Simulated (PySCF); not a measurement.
BClH, SMILES [BH]Cl (connectivity only; charge and spin as stated), charge +1, multiplicity 1.

Coordinates come from a ωB97X-D3(BJ)/def2-TZVPD optimisation. The spin state was assumed, not searched. The isomer is the one that the SMILES or the coordinates give; other isomers of the formula were not compared.

Computed with PySCF with CAM-B3LYP/def2-TZVPD.

The molecule is in vacuum.

Computed frontier levels, gap, dipole moment and polarisability:
```yaml
highest_occupied_level: -19.99 eV
lowest_empty_level: -8.10 eV
orbital_gap: 11.89 eV
dipole_moment_about_the_centre_of_nuclear_charge: 3.07 D
mean_static_polarisability: 20.7 bohr³ (3.06 Å³)
polarisability_principal_values: 16.9, 16.9, 28.1 bohr³
```
